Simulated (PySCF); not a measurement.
## Functional dependence of a UV spectrum

Species: C₂H₈OSi₂.
InChI=1S/C2H8OSi2/c1-2-5-3-4-1/h1-2,4-5H2

Linear-response calculations in the def2-SVPD basis (PySCF; singlets by full response, triplets Tamm–Dancoff, core orbitals frozen in the response; HF means time-dependent Hartree–Fock). 'Strongest' is the level of largest summed f among the singlets computed (10 roots, of which the last may lack a degenerate partner); it can jump between rows when another state enters that window. S1 is the lowest singlet of each run and needn't be the same state throughout; f(S1) is that of one state. The structure is a single PBE0-D3(BJ)/def2-SVP conformer in the gas phase; no vibrational or solvent corrections.

| functional | kind | S1 (eV) | f(S1) | strongest (eV) | T1 (eV) | HOMO (eV) | gap (eV) | ionisation energy, ΔSCF (eV) |
| --- | --- | --- | --- | --- | --- | --- | --- | --- |
| LDA | LDA | 6.11 | 0.000 | 7.14 | 5.92 | -6.94 | 6.02 | 9.71 |
| PBE | GGA | 6.25 | 0.000 | 7.24 | 6.02 | -6.88 | 6.18 | 9.64 |
| B3LYP | global hybrid, 20% exact exchange | 6.88 | 0.000 | 7.59 | 6.63 | -8.02 | 7.96 | 10.09 |
| PBE0 | global hybrid, 25% exact exchange | 6.99 | 0.001 | 7.79 | 6.68 | -8.22 | 8.38 | 10.11 |
| BHandHLYP | global hybrid, 50% exact exchange | 7.63 | 0.002 | 8.46 | 7.28 | -9.47 | 10.38 | 10.46 |
| CAM-B3LYP | range-separated hybrid | 7.26 | 0.001 | 8.09 | 6.93 | -9.60 | 10.64 | 10.38 |
| wB97X-D | range-separated hybrid | 7.34 | 0.001 | 8.26 | 7.07 | -10.09 | 11.99 | 10.31 |
| LC-wPBE | range-separated hybrid | 7.65 | 0.001 | 9.20 | 7.18 | -10.93 | 13.05 | 10.62 |
| HF | Hartree–Fock | 8.65 | 0.005 | 9.52 | 7.99 | -11.37 | 13.83 | not settled |

S1 runs from 6.11 eV (LDA) to 8.65 eV (HF), a spread of 2.54 eV, while the orbital gap spreads over 7.8 eV. Along PBE (0%), B3LYP (20%), PBE0 (25%), BHandHLYP (50%), HF (100%) S1 rises with the share of exact exchange. −ε(HOMO) comes closest to its own ΔSCF ionisation energy with wB97X-D (-0.22 eV) and misses most with LDA (-2.77 eV). 'Not settled' means that the ion's SCF failed to converge or may have ended in another state than the lowest.
